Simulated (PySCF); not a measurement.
C4H4Cl2, SMILES CC(Cl)=C=CCl. Coordinates come from a PBE-D3(BJ)/def2-SVP optimisation.

Task: Give the equilibrium geometry at PBE-D3(BJ)/def2-SVP (PySCF confirms it by a frequency run) as Cartesian coordinates in Å. (Estimate from the structure and the level; the computed values follow.)

Result: 
```xyz
10

C     -1.9698    -1.3777     0.4043
C     -1.0666    -0.3393    -0.1919
Cl    -1.9182     1.0504    -0.8789
C      0.2516    -0.3806    -0.2446
C      1.5646    -0.4428    -0.2931
Cl     2.6141     0.1881     0.9620
H     -2.6708    -1.7644    -0.3640
H     -1.3808    -2.2184     0.8161
H     -2.5818    -0.9311     1.2149
H      2.1240    -0.8966    -1.1283
```
